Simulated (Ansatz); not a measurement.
`[NH2][V](=[O])([F])[Cl]`. Total charge 0; spin multiplicity 1.

Z-matrix (Å, degrees):
```
V
O 1 1.545
F 1 1.732 2 111.8
N 1 1.797 2 104.3 3 119.3
Cl 1 2.160 2 110.6 3 -123.1
H 4 1.009 1 125.4 2 2.6
H 4 1.012 1 121.8 2 -178.4
```

**Question.** List the harmonic frequencies (cm⁻¹, unscaled) at PBE0-D4/def2-TZVP in Ansatz. (Best estimate.)

**Answer.** The calculation gave: 168, 184, 222, 255, 291, 432, 473, 512, 642, 753, 805, 1162, 1522, 3556, 3679.

**Question.** Is this a minimum?

**Answer.** Yes, all 15 modes are real.

**Question.** Give the ideal-gas thermochemistry at 298.15 K and 1 bar (rigid rotor, harmonic oscillator; point group C1, symmetry number 1).

**Answer.** Zero-point energy 87.7 kJ/mol; H(298) − E = 107.3 kJ/mol; entropy 338.7 J/(mol·K), of which translation 170.3, rotation 114.3, vibration 54.2; G(298) − E = 6.3 kJ/mol.

**Question.** Rotational constants (cm⁻¹)?

**Answer.** 0.1254, 0.07495, 0.06875.
